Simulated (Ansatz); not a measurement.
Job for Ansatz (a first-principles code): R-PBE0/def2-TZVPP on BF2HSe (SMILES FB(F)[SeH]), a point of a torsion scan.

Ansatz 0.2 input:
```yaml
crystal:
  periodic: [false, false, false]
  atoms:
    - {symbol: F, position_ang: [-1.16869336, 1.20259536, 0.11286079]}
    - {symbol: B, position_ang: [-0.64262843, -0.00228317, 0.13591424]}
    - {symbol: F, position_ang: [-1.40436073, -0.98217702, -0.28849482]}
    - {symbol: Se, position_ang: [1.12985617, -0.31650772, 0.75142391]}
    - {symbol: H, position_ang: [1.43045713, 1.05796056, 1.06077544]}
basis:
  gaussian:
    orbitals: def2-TZVPP
hamiltonian:
  xc: {name: PBE0}
scf: {lower_state_search: off}
```

Question: Predict the final total energy.

Answer: -2626.4253 hartree.
